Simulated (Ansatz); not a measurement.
C2H2N, doublet, at a GFN2-xTB geometry; Ansatz (a program for electronic structure) with BHLYP/def2-SVPD.

The Ansatz input:
Ansatz 0.2 input:
```yaml
crystal:
  periodic: [false, false, false]
  atoms:
    - {symbol: C, position_ang: [0.00333613, -0.16861170, -1.16204150]}
    - {symbol: C, position_ang: [-0.00051194, 0.02587429, 0.17832093]}
    - {symbol: N, position_ang: [-0.00381510, 0.19281948, 1.32887713]}
    - {symbol: H, position_ang: [0.93232340, -0.24906440, -1.69689616]}
    - {symbol: H, position_ang: [-0.92256280, -0.24424744, -1.70292033]}
basis:
  gaussian:
    orbitals: def2-SVPD
hamiltonian:
  xc: {name: BHLYP}
magnetization: {spin_polarized: true, initial_magnetization: 1}
accuracy: high
```

It wrote (shortened):

```
Functional definition: BHLYP
1518 factors; integrals over basis functions are off by at most 3.4e-9 eV
mean field evaluation 1: about -3587.3000 eV, gradient 2.1e1 eV
mean field evaluation 2: about -3586.7179 eV, gradient 2.6e1 eV
mean field evaluation 4: about -3589.6263 eV, gradient 1.2e0 eV
mean field evaluation 8: about -3589.6961 eV, gradient 1.1e-1 eV
mean field evaluation 16: about -3589.6966 eV, gradient 3.6e-4 eV
mean field -3589.69662986 eV, -131.9189179635 hartree, gradient 6.2e-8 eV, S^2 0.791167; 0 other end points of the search recorded, 0 dependent functions left out
reference -3589.69665292 eV, -131.9189188112 hartree; 11, 10 occupied and 65, 66 virtual orbitals, 1518 factors
Total energy: -3589.69665292 eV, -131.9189188112 hartree
```
